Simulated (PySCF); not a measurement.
Method: TPSSh-D3(BJ)/def2-TZVP // PBE-D3(BJ)/def2-SVP in PySCF 2.14.0. Isolated molecules, 0 K electronic values unless said otherwise. 

Reference species: [Nb(Cl)4(F)] (neutral, multiplicity 1).

- LUMO = -4.56 eV
- coordination number = 5
- mean distance from the central atom to its bonded neighbours = 2.216 Å

After one change: the LUMO falls by 0.25 eV; the coordination number stays essentially unchanged; the mean distance from the central atom to its bonded neighbours increases by 0.092 Å.

Q: Which change was made? The new species is one of these.
A. [Nb(Cl)(F)4]
B. [Nb(Cl)5]
C. [Nb(F)5]
D. [Nb(Cl)2(F)3]

A: B, [Nb(Cl)5]
